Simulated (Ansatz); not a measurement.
Reaction (hydrogenolysis of a C–N bond): `N[CH2][SnH3]` + H₂ → `[CH3][SnH3]` + NH₃

Program: Ansatz. Geometries: PBE0-D4/def2-TZVP. ΔE: electronic, gas phase. CCSD(T)/CBS adds triple-zeta CCSD(T) − MP2 to the extrapolated MP2 energy (def2 sets, frozen cores). This one scheme is used for every species. DFT in def2-TZVPP. def2 core potentials past Kr. For Sn outer-core shells are correlated without core-valence functions, which leaves a few kJ/mol of doubt a bond. One conformer a species, not always the lowest.

`N[CH2][SnH3]`:

```xyz
10

N    -1.301    0.217    0.904
C     0.123   -0.069    0.821
Sn    0.765    0.092   -1.232
H    -1.844   -0.483    0.415
H    -1.618    0.220    1.866
H     0.674    0.696    1.374
H     0.434   -1.044    1.221
H    -0.329   -0.796   -2.203
H     2.336   -0.557   -1.432
H     0.760    1.723   -1.733
```

H₂:

```xyz
2

H     0.171    0.318   -0.093
H    -0.171   -0.318    0.093
```

`[CH3][SnH3]`:

Z-matrix (Å, degrees):
```
C
Sn 1 2.140
H 1 1.090 2 110.0
H 1 1.090 2 110.0 3 -120.0
H 1 1.090 2 110.0 3 120.0
H 2 1.709 1 110.1 3 -59.7
H 2 1.709 1 110.1 3 -179.7
H 2 1.709 1 110.1 3 60.3
```

NH₃:

Z-matrix (Å, degrees):
```
N
H 1 1.013
H 1 1.013 2 107.1
H 1 1.013 2 107.1 3 -114.5
```

| level | ΔE (kcal/mol) |
| --- | --- |
| r2SCAN-D4 | -27.9 |
| B97M-V | -29.9 |
| r2SCANh-D4 | -28.3 |
| B2PLYP | -28.9 |
| r2SCAN | -28.2 |
| MP2/def2-TZVPP | -28.1 |
| CCSD/def2-TZVPP | -29.2 |
| HF/def2-QZVPP | -31.9 |

Q: What does CCSD(T)/CBS give? (Best estimate.)

A: Computed: -28.3 kcal/mol. The listed levels differ from it by 0.4, -1.6, 0.0, -0.6, 0.1, 0.2, -0.9, -3.6 kcal/mol.

Largest T1 diagnostic among the species: 0.012.

The D4 term adds +1.7 kcal/mol with B3LYP and +0.9 kcal/mol with PBE0; it sums over pairs of atoms, weighted by their polarisabilities, and B3LYP, whose exchange is more repulsive, gets the larger term. From r2SCAN to r2SCAN0 (25 % exact exchange), in def2-TZVPP and without D4, ΔE moves by −0.8 kcal/mol.

B3LYP here is the variant with VWN-RPA as its local correlation; programs differ in this.
